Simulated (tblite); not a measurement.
H7N3Si2 (charge +1 and doublet state).
Geometry (GFN2-xTB, Å), atoms numbered from 1 in this order:
```
atom  x, y, z in Å
N1     2.086    0.247   -0.082
Si2    0.674   -0.702    0.041
N3    -0.575   -0.226   -1.118
Si4   -1.761    0.421    0.009
N5    -0.516   -0.032    1.166
H6     3.018   -0.134   -0.058
H7     2.084    1.251   -0.183
H8     0.886   -2.122    0.160
H9    -0.579   -0.276   -2.123
H10   -2.965   -0.387    0.106
H11   -1.882    1.870   -0.109
H12   -0.469    0.090    2.164
```

Calculated harmonic vibrations of the isolated species, GFN2-xTB (tblite), most abundant isotopes, no scaling. Errors from tens to a few hundred cm⁻¹ against measured bands are possible. Modes of hydrogen on silicon can be 10 to 20 % off. One conformer, not necessarily the lowest. Open shells enter through the occupations alone, without spin polarisation, and single modes of such species can be off by tens of per cent.

Harmonic wavenumbers (cm⁻¹): 115.1, 126.1, 178.7, 253.4, 272.1, 344.7, 402.0, 430.1, 463.0, 478.4, 483.0, 532.3, 581.2, 664.7, 677.1, 712.0, 727.0, 752.9, 833.2, 906.4, 1023.2, 1042.7, 1432.1, 2262.9, 2310.8, 2433.1, 3439.9, 3489.4, 3492.4, 3496.0.

A = 7113, B = 2266, C = 2068 MHz; mass 105.018 u (most abundant isotopes); point group Cs, symmetry number 1; spin multiplicity 2.

What is the zero-point energy?

Half the sum of the wavenumbers: 17178 cm⁻¹ = 49.11 kcal/mol.

Give the ideal-gas entropy at 298.15 K and 1 bar in the rigid-rotor, harmonic-oscillator model (classical rotation).

Translation 39.89, rotation 26.67, vibration 20.06, spin (R ln 2) 1.38: S = 88.0 cal/(mol K).

And Cp and H(298.15 K) − H(0)?

Cp = 33.76 cal/(mol K), of which vibrations give 25.81 (their classical limit is 30 R = 59.6); H(298.15 K) − H(0) = 5.97 kcal/mol without the zero-point energy, 3.60 from vibrations.

Which modes carry the vibrational entropy at 298.15 K?

115.1 cm⁻¹: 3.18; 126.1 cm⁻¹: 3.00; 178.7 cm⁻¹: 2.34; 253.4 cm⁻¹: 1.71; 272.1 cm⁻¹: 1.58; 344.7 cm⁻¹: 1.19 cal/(mol K); the other 24 give 7.05 together.

Blend soft modes into free rotors: weight 1/[1 + (100 cm⁻¹/ν̃)⁴] for the oscillator and the rest for a rotor with moment μB/(μ + B), μ = h/(8π²ν), B = 10⁻⁴⁴ kg m². What vibrational entropy results?

19.80 cal/(mol K) in place of 20.06, which changes −T·S at 298.15 K by +0.08 kcal/mol.

Hindered rotation and anharmonicity are outside this model. Other conformers, if any are populated, would add a mixing term that is left out.

Time: 0.26 s. Hardware: one thread of an AMD EPYC 9R45, no GPU, on a shared host. The figure is for the frequency step alone.
